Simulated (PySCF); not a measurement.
## Mayer bond orders and bond lengths

C6H5Cl.
SMILES with atom numbers: `[CH:1]#[C:2][C:3]#[C:4][CH2:5][CH2:6][Cl:7]` (hydrogens: H8 on C1; H9, H10 on C5; H11, H12 on C6)

Geometry (GFN2-xTB, Å), atoms numbered from 1 in this order:
```xyz
12
C6H5Cl angstrom
C      3.7142    1.2593    0.4357
C      2.6335    0.7443    0.3056
C      1.4147    0.1612    0.1561
C      0.3410   -0.3725    0.0210
C     -0.9541   -0.9940   -0.1434
C     -2.0527    0.0657   -0.1329
Cl    -3.6553   -0.6987   -0.3366
H      4.6546    1.7081    0.5497
H     -0.9766   -1.5414   -1.0906
H     -1.1200   -1.7088    0.6681
H     -1.9263    0.7715   -0.9542
H     -2.0717    0.6045    0.8147
```

Bond orders from the PBE0/pcSseg-1 density (PySCF). The structure is a single GFN2-xTB conformer in the gas phase; no vibrational or solvent corrections.

Task: How far do the computed orders between heavy atoms stray from the drawn ones?

Result: The largest departure is 0.899, at C3–C4 (drawn triple, 2.101). Drawn single, order above 1.12: C4–C5 (1.171). Drawn double or triple, more than 0.30 short of the drawn order: C1–C2 (2.268) and C3–C4 (2.101).

Task: Set the Mayer orders of the bonds beside their lengths.

Result: 
| bond | drawn as | length (Å) | Mayer order |
| --- | --- | --- | --- |
| C1–C2 | triple | 1.204 | 2.268 |
| C2–C3 | single | 1.359 | 0.956 |
| C3–C4 | triple | 1.207 | 2.101 |
| C4–C5 | single | 1.446 | 1.171 |
| C5–C6 | single | 1.526 | 1.013 |
| C6–Cl7 | single | 1.787 | 0.990 |
| C1–H8 | single | 1.048 | 1.130 |
| C5–H9 | single | 1.094 | 0.904 |
| C5–H10 | single | 1.094 | 0.904 |
| C6–H11 | single | 1.090 | 0.937 |
| C6–H12 | single | 1.090 | 0.937 |

Bonds between the same two heavy elements. C–C: lowest C2–C3 (0.956, 1.359 Å), highest C1–C2 (2.268, 1.204 Å); in 2 of the 10 pairs the longer bond (by over 0.003 Å) has the higher order (by 0.02 or more).

Task: Sum the orders of all bonds at each heavy atom with more than one neighbour and set the sums beside the valence in the SMILES.

Result: C1 3.398 (drawn 4), C2 3.224 (drawn 4), C3 3.057 (drawn 4), C4 3.272 (drawn 4), C5 3.992 (drawn 4), C6 3.877 (drawn 4). Orders between atoms that aren't bonded are not in these sums.

The Mayer order sums products of elements of PS (density times overlap matrix) between the two atoms' basis functions, so it depends on the basis set.
